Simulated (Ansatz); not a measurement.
Consider the redistribution: `[OH][GeH]([OH])[SiH3]` + `Cl[SiH2]OC1CO1` → `[OH][Ge]([OH])([SiH3])[Cl]` + `[SiH3]OC1CO1`.

Program: Ansatz. Geometries: PBE0-D4/def2-TZVP. ΔE: electronic, gas phase. CCSD(T)/CBS adds triple-zeta CCSD(T) − MP2 to the extrapolated MP2 energy (def2 sets, frozen cores). Functionals use def2-TZVPP. For Ge outer-core shells are correlated without core-valence functions, which leaves a few kJ/mol of doubt a bond. Scalar relativity is left out up to krypton. One conformer a species, not always the lowest.

| level | ΔE (kcal/mol) |
| --- | --- |
| PBE | 1.7 |
| SCS-MP2/def2-TZVPP | 0.5 |
| CCSD/def2-TZVPP | 0.8 |
| HF/def2-QZVPP | 0.5 |

Question: What does CCSD(T)/CBS give? (Estimate.)

Answer: Ansatz gave: +1.3 kcal/mol. The listed levels differ from it by 0.4, -0.8, -0.5, -0.8 kcal/mol.

Largest T1 diagnostic among the species: 0.013.

The D4 term adds −0.8 kcal/mol with B3LYP and −0.4 kcal/mol with PBE0; it sums over pairs of atoms, weighted by their polarisabilities, and B3LYP, whose exchange is more repulsive, gets the larger term.

B3LYP here is the variant with VWN-RPA as its local correlation; programs differ in this.
